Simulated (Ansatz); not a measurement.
Cost and result for the atomization energy of C$_{2}$H$_{5}$ISi (`[SiH3]/C=C/I`) (9 atoms, 8 bonds).

Cartesian coordinates in Å:
```
Si -1.2435 0.4037 0.4767
C 0.1397 -0.5717 -0.3020
C 1.3702 -0.0847 -0.3550
I 2.9951 -1.0808 -1.1996
H -0.6974 1.6965 0.9643
H -2.3201 0.6582 -0.5167
H -1.8326 -0.3516 1.6139
H -0.0644 -1.5548 -0.7195
H 1.6529 0.8850 0.0380
```

Charge 0, multiplicity 1. Correlated methods include outer-core shells of I, which these sets cover unevenly. I: def2 effective core potential. Geometry: relaxed with PBE0-D4/def2-TZVP. Program: Ansatz. All runs use 4 threads of an Intel Xeon 6975P-C on a shared host. Times are those of one run each, without the atoms' runs, and a repeat can differ threefold. Electronic energies, without spin–orbit coupling; frozen cores. CCSD(T)/CBS adds CCSD(T) − MP2 in def2-TZVPP to the MP2 limit, and its time is that of the two runs behind it. T1 = 0.011. With those shells the extrapolation isn't a true limit. B3LYP takes the VWN-RPA correlation (the form of Gaussian; ORCA's B3LYP/G).

CCSD(T)/CBS is a level of theory with its own doubt, some kJ/mol a heavy atom from the limit and from the frozen cores, so smaller differences don't rank the functionals.

| level | functions | wall time | atomization (kJ/mol) | difference from CCSD(T)/CBS | per bond |
| --- | --- | --- | --- | --- | --- |
| PBE-D4/def2-TZVPP (with forces) | 224 | 1.4 s | 3105.9 | 40.4 | 5.0 |
| PBE0-D4/def2-TZVPP | 224 | 1.5 s | 3061.6 | -3.9 | -0.5 |
| r2SCAN-D4/def2-TZVPP (with forces) | 224 | 2.3 s | 3063.8 | -1.7 | -0.2 |
| B3LYP-D4/def2-TZVPP (with forces) | 224 | 2.4 s | 3055.9 | -9.6 | -1.2 |
| B2PLYP/def2-TZVPP | 224 | 3.2 s | 3022.2 | -43.3 | -5.4 |
| ωB97X-V/def2-TZVPP | 224 | 4.3 s | 3058.9 | -6.6 | -0.8 |
| ωB97M-V/def2-TZVPP (with forces) | 224 | 6.5 s | 3051.8 | -13.7 | -1.7 |
| MP2/def2-QZVPP | 416 | 9.5 s | 3068.7 | 3.2 | 0.4 |
| CCSD(T)/def2-TZVPP | 224 | 34 s | 2984.1 | -81.4 | -10.2 |
| CCSD(T)/CBS(def2) | – | 44 s | 3065.5 | 0.0 | 0.0 |

In def2-TZVPP, CCSD(T) changes the Hartree–Fock value by +733.0 kJ/mol (the triples alone add +50.0 kJ/mol) and MP2 by +769.4 kJ/mol; breaking electron pairs costs correlation energy, which Hartree–Fock lacks. From PBE to PBE0 (25 % exact exchange), in def2-TZVPP and without D4, the atomization energy moves by −41.3 kJ/mol: exact exchange takes away binding that semilocal exchange gives to molecules. The D4 term adds +33.6 kJ/mol with B3LYP and +17.5 kJ/mol with PBE0; it sums over pairs of atoms, weighted by their polarisabilities, and B3LYP, whose exchange is more repulsive, gets the larger term.

Spin–orbit coupling would lower the free I atoms strongly, and the atomization energy with them, by more than many differences here.
